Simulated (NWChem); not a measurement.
CdGeH$_{4}$; SMILES [GeH3][CdH]

```xyz
6

Cd     0.0000     0.0000     1.0634
H      0.0000     0.0000     2.7571
Ge     0.0000     0.0000    -1.4866
H     -0.2434     1.4082    -2.0763
H      1.3413    -0.4933    -2.0763
H     -1.0978    -0.9149    -2.0763
```
Atoms are numbered in this order, from 1.

Program: NWChem. All runs use the structure optimised with PBE0/def2-SVP (def2 core potentials past Kr).

Problem. Estimate the computed values for B3LYP/STO-3G, non-relativistic. Quantities: highest occupied level (eV); orbital gap (eV); dipole (D).

Solution. 
| Item | Value |
|---|---|
| highest occupied level (eV) | -3.86 |
| orbital gap (eV) | 7.51 |
| dipole (D) | 0.87 |
